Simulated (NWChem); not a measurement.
Species: CH$_{3}$FO$_{2}$Si; SMILES O=C[Si@@H](O)F

```xyz
8

O     -0.1434    -1.9575     0.4914
C      0.6318    -1.2288    -0.1158
Si     0.0030     0.5834    -0.4260
O     -1.5583     0.4806     0.1186
F      0.9287     1.5705     0.4973
H      1.6480    -1.6215    -0.4271
H      0.0674     1.1135    -1.8184
H     -1.6543    -0.3713     0.6021
```
Atoms are numbered in this order, from 1.

Program: NWChem. Pople sets run with spherical d functions. The geometry was optimised at PBE-D3(BJ)/def2-SVP. B3LYP is NWChem's, with the RPA form of VWN correlation. Atomic charges in e: unrestrained fits to the electrostatic potential beside Mulliken populations; buried atoms are poorly determined by the fit.

For level B3LYP/def2-SVP:

```yaml
Mulliken O1: -0.23
ESP Si3: 0.81
Mulliken Si3: 0.83
ESP O4: -0.57
Mulliken O4: -0.39
Mulliken F5: -0.34
```

Problem. What are these values for level Hartree-Fock/6-31G*?

Solution. 
| Property | Result |
|---|---|
| Mulliken O1 | -0.49 |
| ESP Si3 | 0.98 |
| Mulliken Si3 | 1.34 |
| ESP O4 | -0.69 |
| Mulliken O4 | -0.89 |
| Mulliken F5 | -0.53 |
